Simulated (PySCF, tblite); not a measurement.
A database entry of computed molecular properties. Lists by class give the value and the number of equivalent atoms.

```json
{
 "formula": "C4H3F5O",
 "smiles": "F/C=C(/F)COC(F)(F)F",
 "charge": 0,
 "multiplicity": 1,
 "geometry_level": "GFN2-xTB",
 "electronic_structure_code": "PySCF",
 "results": {
  "GFN2-xTB geometry": {
   "point_group": "C1",
   "rotational_constants_GHz": [2.198, 0.883, 0.775]
  },
  "PBE0/pcSseg-1 ground state and GIAO shieldings, non-relativistic": {
   "dipole_D": 2.52,
   "homo_eV": -7.87,
   "lumo_eV": -0.56,
   "shift_vs_computed_TMS_C_by_class_ppm": [
    [161.9, 1],
    [155.0, 1],
    [131.2, 1],
    [65.7, 1]
   ],
   "shift_vs_computed_TMS_H_by_class_ppm": [
    [7.69, 1],
    [4.98, 2]
   ],
   "shielding_other_nuclei_by_class_ppm": [
    ["O", 215.8, 1],
    ["F", 246.6, 3],
    ["F", 331.2, 1],
    ["F", 340.8, 1]
   ]
  },
  "GFN2-xTB harmonic vibrations, gas phase": {
   "strongest_ir_bands_cm-1_km_per_mol_modes": [
    [1024.3, 395.8, 1],
    [1112.3, 352.2, 1],
    [1138.7, 118.9, 1],
    [1168.1, 163.8, 1],
    [1192.7, 370.3, 1],
    [1233.3, 213.4, 1]
   ],
   "zpe_kcal_per_mol": 44.6
  }
 }
}
```

The rotational constants make it an asymmetric top with κ = (2B − A − C)/(A − C) = -0.85, nearer the prolate limit (−1). With B = h/(8π²I), that is 505.379 GHz u Å² over I, the principal moments of inertia are 230.0, 572.4 and 652.1 u Å² (most abundant isotopes); the inertial defect Ic − Ia − Ib is -150.3 u Å² (zero for a rigid planar frame, negative otherwise). The dipole equals about 8.4 × 10⁻³⁰ C·m (1 D = 3.33564 × 10⁻³⁰ C·m).

 NMR classes are plain means over equivalent atoms (diastereotopic ones count apart unless rotation or inversion swaps them), as if these changed places fast; in this geometry the members of some classes differ.

Shape of the structure used: `[F:1]/[CH:2]=[C:3](/[F:4])[CH2:5][O:6][C:7]([F:8])([F:9])[F:10]`: C2–C3–C5–O6 76°, C3–C5–O6–C7 65°, C5–O6–C7–F8 172°.

One conformer stands for the species.
